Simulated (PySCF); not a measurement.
PySCF 2.14 output of an unrestricted CAM-B3LYP calculation on a single atom or ion in aug-cc-pwCVDZ-PP with ECP60MDF (6s6p5d3f, 70 functions), with scalar relativity through the core potential:

```
SCF conv_tol = 1e-09
number electrons alpha = 6  beta = 5
    T. Yanai, D. P. Tew, and N. C. Handy.,  Chem. Phys. Lett. 393, 51 (2004)
cycle= 1 E= -48.1444737532269  delta_E= -0.00565  |g|= 0.0198  |ddm|= 0.831
cycle= 2 E= -48.1453918638893  delta_E= -0.000918  |g|= 0.00917  |ddm|= 0.316
cycle= 3 E= -48.1459762878828  delta_E= -0.000584  |g|= 0.00792  |ddm|= 0.0841
cycle= 4 E= -48.1467564015439  delta_E= -0.00078  |g|= 0.00702  |ddm|= 0.0877
cycle= 5 E= -48.1478188238915  delta_E= -0.00106  |g|= 0.00633  |ddm|= 0.137
cycle= 6 E= -48.1494268111613  delta_E= -0.00161  |g|= 0.00355  |ddm|= 0.302
cycle= 7 E= -48.1495740843894  delta_E= -0.000147  |g|= 0.00256  |ddm|= 0.139
cycle= 8 E= -48.1494658758382  delta_E= 0.000108  |g|= 0.00363  |ddm|= 0.124
cycle= 9 E= -48.1495804983018  delta_E= -0.000115  |g|= 0.00106  |ddm|= 0.0661
cycle= 10 E= -48.1495897151056  delta_E= -9.22e-06  |g|= 0.000303  |ddm|= 0.0194
cycle= 11 E= -48.1495903133856  delta_E= -5.98e-07  |g|= 6.8e-05  |ddm|= 0.0052
cycle= 12 E= -48.1495903455337  delta_E= -3.21e-08  |g|= 5.07e-06  |ddm|= 0.00164
cycle= 13 E= -48.1495903457554  delta_E= -2.22e-10  |g|= 1.2e-06  |ddm|= 0.000153
converged SCF energy = -48.1495903457554  <S^2> = 1.1468962  2S+1 = 2.3638073
```

The run itself started from symmetry-adapted Hartree-Fock orbitals and held the occupation by maximum overlap, on a logarithmic radial grid, so the iterations belong to that start.

Task: Which element, charge and spin multiplicity is this?

Result: Hf⁺ (hafnium, charge +1), multiplicity 2; the state was [Xe] 4f14 5d1 6s2, 2D determinant.

⟨L²⟩ = 7.44 against 6 for a pure D term, so this real determinant mixes terms. Energies and moments cover only the electrons outside the core potential. Spin-orbit coupling, absent here, splits the open shell strongly. ⟨S²⟩ = 1.15 against 0.75 shows spin contamination.
